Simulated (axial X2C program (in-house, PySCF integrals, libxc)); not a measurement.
**CoC⁻: bond constants with and without spin–orbit coupling**

Calculated with an in-house relativistic program for diatomic molecules. Spin-free means the one-electron spin-free X2C Hamiltonian; two-component (2c) means X2C with spin–orbit coupling and atomic mean-field two-electron Coulomb and Gaunt terms, so the difference of the two also holds small scalar two-electron terms. Basis: Co dyall-acv3z [10s11p7d4f2g], C dyall-av3z [8s7p3d2f] (cores contracted in-house); Gaussian nuclei, density fitting, unrestricted open shells. Masses: Co 58.933 u, C 12.000 u.

The run was started with this input:
```json
{
 "zs": [
  27,
  6
 ],
 "q": -1,
 "bas": [
  "dyall-acv3z",
  "dyall-av3z"
 ],
 "levels": [
  "PBE0",
  "HF",
  "PBE"
 ],
 "cc": true,
 "r0": 1.7,
 "thr": -2.0,
 "nmax": 90,
 "npts": 10,
 "nst": 2,
 "ntry": 6
}
```
```bash
python so2c.py task.json out
```

Keys: zs atomic numbers; q charge; bas basis sets; levels methods; cc coupled cluster on or off; r0 starting distance in Å; thr threshold in hartree for freezing inner shells (an s shell follows its p shell); nmax most natural virtual spinors; npts points on the curve; nst determinants followed; ntry starts of the search. HF also brings MP2.

State, spin-free: M_S = 0, Λ = 3 (beyond evenly filled blocks: π+α, δ+α, δ+β, δ-β); electrons by block: σα: 9, σβ: 9, π+α: 4, π+β: 3, π-α: 3, π-β: 3, δ+α: 1, δ+β: 1, δ-β: 1. Fragments: Co + C-.

State, 2c: Ω = 3 (⟨Sz⟩ = 0.00, ⟨Lz⟩ = 3.00 at PBE0); electrons by block: 1/2: 13, -1/2: 12, 3/2: 4, -3/2: 4, 5/2: 1. Fragments: Co + C-.

```csv
Hamiltonian,level,Re (Å),ωe (cm⁻¹),De (eV),D0 (eV),μ (D)
spin-free,PBE0,1.706,582.5,2.82,2.78,-1.73
spin-free,PBE,1.629,869.6,4.34,4.29,-1.31
2c,PBE0,1.706,582.8,n/a,n/a,-1.73
2c,PBE,1.629,868.7,n/a,n/a,-1.31
```

Dipoles are positive if C is the positive end and refer to the centre of mass.

The state is a single determinant with fixed occupations, the lowest that a limited PBE0 search found. Dissociation energies refer to the lowest single-determinant-based atoms at the same level and basis. De is not given where an atomic determinant may have missed its ground term or J level, or where the truncated virtual space spoils (T). Density functionals use the spin component along the axis (collinear). Other states lie close and PBE0, whose exact exchange favours high spin, may order them wrongly; the determinant shown need not be the ground state. The nearest other spin-free determinant of the search, M_S = 1, Λ = 3, lies 0.15 eV up at the distance of the search. The functionals have no current-density term, which raises determinants with orbital currents, atoms included. With several unpaired electrons one determinant need not be a pure state. At some level and bond length an empty orbital lies below a filled one. The highest occupied level of some functionals is positive through self-interaction error; at Hartree–Fock it is bound. The determinant is spin-polarised beyond a pure state at some levels (its spin-free form has ⟨S²⟩ too high), which makes Re and μ there less reliable.

No reliable constants came from CCSD (2c), CCSD (spin-free), CCSD(T) (2c), CCSD(T) (spin-free), HF (2c), HF (spin-free), MP2 (2c), MP2 (spin-free): no minimum in range, unconverged points, a curve that is not smooth, a change of character along it, or the two Hamiltonians disagreeing along it.

Rough cost a point (2c) on 1 thread(s) of a shared host, integrals apart: PBE0 1 s, PBE 0.7 s.

The whole task took 4.9 min on 1 thread of Arm Neoverse V2, on a shared host.
